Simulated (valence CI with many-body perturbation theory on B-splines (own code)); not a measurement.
Values are calculated unless marked as measured or tabulated.
Yb³⁹⁺: magnetic and hyperfine properties of the levels

Level of theory: relativistic CI+MBPT: three valence electrons over a frozen Dirac-Fock core [Ar] 3d10, a basis of 11 s, 11 p, 10 d, 8 f, 5 g, 2 h functions for each j, with the one-electron correlation potential Σ1, the two-electron term Σ2, the three-electron term Σ3, Breit, model QED; selected CI, second order for the rest, scaled by the run's own slope (own B-spline code, finite nucleus).

No measured spectrum was set against this ion. As an estimate, large intervals hold to a few tenths of a per cent, small ones and those within an open d or f shell to about a per cent.

A/g_I is the dipole constant over the nuclear g factor μ/I (μ in nuclear magnetons, uniformly magnetised nucleus), B/Q the quadrupole constant per barn. Both hold the static response of the core; the bare values leave it out. Large factors of s and p1/2 electrons are usually good to 5 to 10 %; those of open d and f shells near neutrality can be off by tens of per cent, and small factors of p3/2, d and f electrons come from cancelling terms and can be off by a factor of two or in sign, in half-filled shells by more. B is blank for J = 1/2, where it vanishes, and for nearly pure S terms. Energies count from the lowest level.

Levels are named by their leading jj configuration (3d3/2^4 stands for four electrons in 3d with j = 3/2), which in mixed levels can hold well under half, so a name can repeat and another be missing. Letters in brackets count levels of one name in rising energy.

```
                     Level  E (× 10³ cm⁻¹)      g  A/g_I (MHz)  A/g_I bare  B/Q (MHz/b)  B/Q bare
        (4s^2 4p1/2) J=1/2            0.00  0.660       380000      368000                       
        (4s^2 4p3/2) J=3/2          587.84  1.330        47700       45800        93700     90500
        (4s 4p1/2^2) J=1/2          699.15  2.233      1150000     1110000                       
(4s 4p1/2 4p3/2) J=3/2 [a]          1192.6  1.665       284000      275000        76000     73400
    (4s 4p1/2 4p3/2) J=5/2          1253.8  1.368       339000      327000        59100     57100
(4s 4p1/2 4p3/2) J=3/2 [b]          1341.9  0.966         3800        3710        66500     64300
    (4s 4p1/2 4p3/2) J=1/2          1363.6  1.217      -380000     -367000                       
        (4s^2 4d3/2) J=3/2          1764.9  0.841        10500       10800         6290      6400
        (4s 4p3/2^2) J=5/2          1784.8  1.385       211000      204000        14600     14200
        (4s^2 4d5/2) J=5/2          1928.0  1.237        83100       80700        39900     38800
        (4s 4p3/2^2) J=1/2          1951.7  1.875      1190000     1150000                       
        (4s 4p3/2^2) J=3/2          1982.5  1.179      -168000     -162000       -20100    -19500
     (4p1/2^2 4p3/2) J=3/2          2047.4  1.328        42400       41400        87400     84400
(4s 4p1/2 4d3/2) J=3/2 [a]          2318.9  0.499      -108000     -104000        20200     19800
    (4s 4p1/2 4d3/2) J=5/2          2366.2  1.049       301000      291000         -473      -150
    (4s 4p1/2 4d3/2) J=1/2          2465.5  0.382      -474000     -457000                       
(4s 4p1/2 4d3/2) J=3/2 [b]          2469.1  1.318       290000      280000        12400     12000
(4s 4p1/2 4d5/2) J=5/2 [a]          2497.4  1.307        85000       83000         9120      9080
 (4p1/2 4p3/2^2) J=3/2 [a]          2535.4  1.322      -155000     -149000       -10400     -9990
    (4s 4p1/2 4d5/2) J=7/2          2535.8  1.252       224000      217000        -1050      -694
(4s 4p1/2 4d5/2) J=5/2 [b]          2555.9  1.209        93100       90500         7280      7130
     (4p1/2 4p3/2^2) J=5/2          2667.2  1.052        66300       64300        41400     40200
     (4p1/2 4p3/2^2) J=1/2          2678.4  0.661       370000      357000                       
 (4p1/2 4p3/2^2) J=3/2 [b]          2690.5  1.171       -96200      -92300        28500     27700
(4s 4p3/2 4d3/2) J=5/2 [a]          2967.8  1.249       170000      164000        30100     29000
(4s 4p3/2 4d3/2) J=3/2 [a]          2969.6  1.343       194000      187000        -7280     -7210
(4s 4p3/2 4d3/2) J=1/2 [a]          2970.1  2.328       619000      598000                       
    (4s 4p3/2 4d3/2) J=7/2          2983.3  1.274       174000      169000        78100     75600
    (4s 4p3/2 4d5/2) J=9/2          3014.6  1.330       154000      150000       114000    111000
        (4s^2 4f5/2) J=5/2          3042.6  0.901       -12600      -11700        29100     28000
(4s 4p3/2 4d3/2) J=3/2 [b]          3064.2  1.020       -25900      -24500       -51400    -49600
(4s 4p3/2 4d5/2) J=5/2 [a]          3101.2  1.346       236000      229000       -50100    -48300
       (4p3/2^3) J=3/2 [a]          3102.9  1.212       -40500      -38500       -60100    -58000
        (4s^2 4f7/2) J=7/2          3103.6  1.213        60200       58700         -231      -546
(4s 4p3/2 4d3/2) J=1/2 [b]          3139.3  0.590       121000      118000                       
     (4p1/2^2 4d3/2) J=3/2          3147.4  0.764        23900       23200        16000     15800
(4s 4p3/2 4d5/2) J=7/2 [a]          3157.8  1.165         6830        7020       106000    102000
(4s 4p3/2 4d3/2) J=5/2 [b]          3212.0  0.981       -35000      -33200        20900     20200
    (4s 4p3/2 4d5/2) J=1/2          3242.2  0.684      -318000     -306000                       
    (4s 4p3/2 4d5/2) J=3/2          3269.7  1.305       281000      272000        28600     27700
```

Question: Take the isotope of mass number 171, with I = 1/2, μ = 0.4923 μN. What is the hyperfine structure of (4s^2 4p1/2) J=1/2?

Answer: From the table A = 374000 MHz. Shifts from the centre of gravity in MHz: F = 0: -280000, F = 1: 93500.
